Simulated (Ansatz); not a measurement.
# Ligand exchange: CBrCl2F + Cd(CH3)Br → C2H3Cl2F + CdBr2

Species: CBrCl2F (bromodichlorofluoromethane) `FC(Cl)(Cl)Br`, singlet; Cd(CH3)Br, singlet; C2H3Cl2F (1,1-dichloro-1-fluoroethane) `CC(F)(Cl)Cl`, singlet; CdBr2 `[Br][Cd][Br]`, singlet. The partners trade Br for CH3: C–Br and Cd–CH3 bonds give way to C–CH3 and Cd–Br.

Shapes, held fixed at every level: PBE0-D4/def2-TZVP. Programs: Ansatz 0.2.0. The zero-point and thermal change to 298 K, harmonic and unscaled (PBE0-D4/def2-TZVP), is +8.7 kJ/mol.

```json
{"level": "HF/def2-SVP", "kind": "Hartree–Fock", "ΔH(298 K) (kJ/mol)": "-282.4", "less CCSD(T)/def2-TZVPP": "-80.5", "CPU time (sum over the molecules)": "–"}
{"level": "HF/def2-TZVPP", "kind": "Hartree–Fock", "ΔH(298 K) (kJ/mol)": "-268.0", "less CCSD(T)/def2-TZVPP": "-66.1", "CPU time (sum over the molecules)": "–"}
{"level": "r2SCAN-D4/def2-TZVPP", "kind": "meta-GGA", "ΔH(298 K) (kJ/mol)": "-203.0", "less CCSD(T)/def2-TZVPP": "-1.1", "CPU time (sum over the molecules)": "30 s"}
{"level": "PBE0-D4/def2-TZVPP", "kind": "global hybrid", "ΔH(298 K) (kJ/mol)": "-206.4", "less CCSD(T)/def2-TZVPP": "-4.5", "CPU time (sum over the molecules)": "19 s"}
{"level": "r2SCAN0-D4/def2-TZVPP", "kind": "global hybrid", "ΔH(298 K) (kJ/mol)": "-217.7", "less CCSD(T)/def2-TZVPP": "-15.8", "CPU time (sum over the molecules)": "32 s"}
{"level": "wB97X-V/def2-TZVPP", "kind": "range-separated hybrid", "ΔH(298 K) (kJ/mol)": "-213.1", "less CCSD(T)/def2-TZVPP": "-11.2", "CPU time (sum over the molecules)": "47 s"}
{"level": "B2PLYP/def2-TZVPP", "kind": "double hybrid", "ΔH(298 K) (kJ/mol)": "-203.8", "less CCSD(T)/def2-TZVPP": "-1.9", "CPU time (sum over the molecules)": "32 s"}
{"level": "CCSD(T)/def2-TZVPP", "kind": "coupled cluster or CI", "ΔH(298 K) (kJ/mol)": "-201.9", "less CCSD(T)/def2-TZVPP": "0.0", "CPU time (sum over the molecules)": "6.6 min"}
```

The highest level, CCSD(T)/def2-TZVPP, gives ΔH(298 K) = -201.9 kJ/mol; the levels span -282.4 to -201.9. The column of differences is taken from that level and isn't an error. No measured value is set beside it here. For atoms past krypton def2 sets carry core potentials with scalar relativity. Relativity is left out for Br. Outer-core shells of Br, Cd are correlated, in sets that cover them unevenly. Times are processor times on shared x86 and Arm servers, and rough.
